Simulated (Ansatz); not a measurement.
ClFSi, SMILES `F[Si]Cl` (lower singlet) (charge 0, multiplicity 1). This singlet lies 2.72 eV below the relaxed triplet at the level composite: frozen-core CCSD(T) with HF/cc-pV5Z and the correlation energy extrapolated as X^-3 from cc-pVQZ and cc-pV5Z, plus CCSDT(Q) minus CCSD(T) in cc-pVDZ // PBE0-D3(BJ)/def2-TZVP (Ansatz, a program for electronic structure).

Cartesian coordinates (Å):
```xyz
3

F     -1.3073    -0.4323     0.0000
Si    -0.2338     0.7581     0.0000
Cl     1.5410    -0.3258     0.0000
```
Charge 0, multiplicity 1.

The restricted HF start is unstable towards unrestricted orbitals.

Task: Give the natural occupations of the active orbitals, the CASSCF energy and the corrected energy for frozen-core fic-MRCISD+Q@CASSCF(2e,2o)/cc-pVTZ // PBE0-D3(BJ)/def2-TZVP (Ansatz).

Result: 
```json
{
  "natural_occupations": "1.92, 0.08",
  "CASSCF energy": "-848.0476 Ha",
  "corrected_energy": "-848.5864 Ha",
  "weight_of_the_reference": "0.890"
}
```
